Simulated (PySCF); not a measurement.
Members of one family of related compounds. Method used: TDDFT CAM-B3LYP/def2-SVPD, vertical, gas phase, core orbitals frozen in the response in PySCF 2.14.0, density-fitted response routines. Geometries: GFN2-xTB; one conformer of each isolated species. Triplets are in the Tamm–Dancoff approximation. 'Strongest' means the level of largest summed f among the lowest 8 singlets; it needn't be the same kind of state in each.

Task: Rank by computed lowest triplet energy, lowest first.
A. `CS[Si@H](C#N)[SiH2]C#N`
B. `CO[Si@](N)(C#N)[SiH2]C#N`
C. `CS[Si@](N)(C#N)CC#N`
D. `N#C[Si@@H]1CS[Si@@]1(N)C#N`

Result: D (4.66 eV), A (4.80 eV), C (5.17 eV), B (5.71 eV).

| SMILES | T1 (eV) | f (strongest) | strongest (eV) | first f ≥ 0.01 (nm) | HOMO (eV) | S1 (eV) | S1 mainly |
| --- | --- | --- | --- | --- | --- | --- | --- |
| N#C[Si@@H]1CS[Si@@]1(N)C#N | 4.66 | 0.09 | 6.12 | 220 | -9.05 | 4.98 | H→L (84%) |
| CS[Si@H](C#N)[SiH2]C#N | 4.80 | 0.11 | 6.82 | 214 | -8.96 | 5.12 | H→L (93%) |
| CS[Si@](N)(C#N)CC#N | 5.17 | 0.05 | 7.08 | 197 | -8.93 | 5.48 | H→L (83%) |
| CO[Si@](N)(C#N)[SiH2]C#N | 5.71 | 0.06 | 7.35 | 191 | -9.87 | 6.15 | H→L (92%) |

H and L stand for HOMO and LUMO.

- `N#C[Si@@H]1CS[Si@@]1(N)C#N`: Löwdin shares by element: HOMO sulfur 70%, carbon 12% or more, silicon 7% or more; LUMO silicon 37%, sulfur 16%, carbon 11% or more (atoms not listed hold the other 35%).
- `CS[Si@H](C#N)[SiH2]C#N`: Löwdin shares by element: HOMO sulfur 71%, carbon 10% or more, silicon 8% or more; LUMO silicon 45%, carbon 12% or more, sulfur 10% (atoms not listed hold the other 33%).
- `CS[Si@](N)(C#N)CC#N`: Löwdin shares by element: HOMO sulfur 70%, carbon 11% or more, silicon 6%, nitrogen 4% or more; LUMO sulfur 23%, carbon 18% or more, nitrogen 18% or more, silicon 16% (atoms not listed hold the other 25%).
- `CO[Si@](N)(C#N)[SiH2]C#N`: Löwdin shares by element: HOMO nitrogen 59% or more, silicon 8% or more, carbon 6% or more, hydrogen 6% or more (atoms not listed hold the other 21%); LUMO silicon 44%, carbon 15% or more, nitrogen 12% or more (atoms not listed hold the other 29%).
